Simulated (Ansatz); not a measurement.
`[CH3][Mo](=[O])(=[S])[Cl]` and `[CH3][W](=[O])(=[S])[Cl]` differ in one element.

Ansatz, PBE0-D4/def2-TZVP geometries, multiplicity 1. 

Elements past krypton have def2 core potentials.

| property | `[CH3][Mo](=[O])(=[S])[Cl]` |
| --- | --- |
| LUMO energy (B3LYP/def2-TZVPP) / eV | -3.73 |
| HOMO energy (ωB97M-V/def2-TZVPP) / eV | -10.10 |
| zero-point energy (PBE0-D4/def2-TZVP) / kJ/mol | 110.1 |
| LUMO energy (PBE0/def2-TZVPP) / eV | -3.55 |
| HOMO energy (PBE/def2-TZVPP) / eV | -6.77 |
| size of the dipole moment (PBE/def2-TZVPP) / D | 2.13 |

Question: Give the same properties after the change, and the shifts. (Estimate.)

Answer: The calculation gave: 
```csv
property,`[CH3][W](=[O])(=[S])[Cl]`,shift
LUMO energy (B3LYP/def2-TZVPP) / eV,-3.33,0.40
HOMO energy (ωB97M-V/def2-TZVPP) / eV,-10.00,0.10
zero-point energy (PBE0-D4/def2-TZVP) / kJ/mol,109.8,-0.3
LUMO energy (PBE0/def2-TZVPP) / eV,-3.15,0.40
HOMO energy (PBE/def2-TZVPP) / eV,-6.68,0.09
size of the dipole moment (PBE/def2-TZVPP) / D,2.46,0.33
```

With PBE0 the HOMO rises by 0.09 eV and the LUMO rises by 0.40 eV, so the gap widens by about 0.31 eV. PBE moves the HOMO by 0.09 eV and ωB97M-V by 0.10 eV. Dipoles are sizes alone; their direction can turn.

B3LYP here is the variant with VWN-RPA as its local correlation; programs differ in this.
